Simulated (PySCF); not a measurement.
A side-by-side comparison of computed properties.

First species: C3H13NSi3.
Z-matrix (Å and degrees, GFN2-xTB geometry), rows numbered from 1:
```
Si
N   1  1.7370
Si  2  1.7329  1  122.94
C   2  1.4436  1  121.05  3   178.20
C   4  1.5483  2  115.42  1   -53.86
Si  5  1.9048  4   91.08  2   129.76
C   4  1.5491  2  114.90  1    62.04
H   1  1.4685  2  109.98  3   -67.82
H   1  1.4631  2  109.40  3   172.15
H   1  1.4647  2  108.40  3    52.37
H   3  1.4679  2  109.02  1  -122.89
H   3  1.4683  2  109.44  1   118.03
H   3  1.4576  2  107.01  1    -2.47
H   4  1.0942  2  107.74  1  -176.12
H   5  1.0881  4  113.09  2  -108.72
H   5  1.0876  4  111.43  2    12.31
H   6  1.4630  5  117.13  4  -119.07
H   6  1.4645  5  115.61  4   107.79
H   7  1.0881  4  113.04  2   108.38
H   7  1.0877  4  111.26  2   -12.55
```

Second species: C₅H₈F₃NO.
Structure used (GFN2-xTB), in Å, numbered top down from 1:
```xyz
18
C5H8F3NO angstrom
C      2.6332    0.1291    0.5473
N      1.2037    0.2041    0.3571
C      0.5372   -0.6922   -0.3910
O      1.0641   -1.6002   -0.9905
C     -0.9861   -0.4601   -0.4810
C     -1.3152    0.8151   -1.2588
C     -1.6423   -0.4294    0.8891
F     -1.3531    0.6870    1.5897
F     -2.9800   -0.4692    0.8022
F     -1.2774   -1.4572    1.6657
H      2.9938   -0.7390   -0.0011
H      3.1160    1.0290    0.1625
H      2.8727    0.0163    1.6054
H      0.7156    0.9268    0.8607
H     -1.3993   -1.3299   -1.0030
H     -0.8817    0.7523   -2.2530
H     -0.9169    1.6954   -0.7587
H     -2.3932    0.9285   -1.3542
```

Levels: PBE0/pcSseg-1 for dipole moment, HOMO energy, LUMO energy and HOMO–LUMO gap; GFN2-xTB for rotational constant A and rotational constant C. Geometries: GFN2-xTB. All species are isolated and taken at one optimised geometry, non-relativistic unless stated; the electronic structure was computed with PySCF and density fitting.

Dipoles, sizes and rotational constants follow the conformer. The torsions of the flexible species, by atom-mapped SMILES:
- `[SiH3:1][N:2]([SiH3:3])[CH:4]1[CH2:5][SiH2:6][CH2:7]1`: Si1–N2–C4–C5 -54°
- `[CH3:1][NH:2][C:3](=[O:4])[C@H:5]([CH3:6])[C:7]([F:8])([F:9])[F:10]`: C1–N2–C3–O4 -2°, N2–C3–C5–C6 68°, C3–C5–C7–F8 72°

```csv
property,column X,column Y
dipole moment,3.16 D,0.56 D
HOMO energy,-7.64 eV,-6.69 eV
LUMO energy,0.54 eV,0.29 eV
HOMO–LUMO gap,8.18 eV,6.98 eV
rotational constant A,2.056 GHz,2.461 GHz
rotational constant C,0.869 GHz,0.772 GHz
```

Problem. Which column belongs to which species?

Solution. Column X is the second species and column Y the first. The first has 20 atoms and 80 electrons, the second 18 and 80.

Problem. How does each property change from the first species to the second?

Solution. dipole moment +2.60 D; HOMO energy -0.95 eV; LUMO energy +0.25 eV; HOMO–LUMO gap +1.20 eV; rotational constant A -0.405 GHz; rotational constant C +0.097 GHz.

On the first: In atomic units the dipole is 0.22 e·bohr (1 au = 2.5417 D).

On the second: The dipole equals about 10.5 × 10⁻³⁰ C·m (1 D = 3.33564 × 10⁻³⁰ C·m).
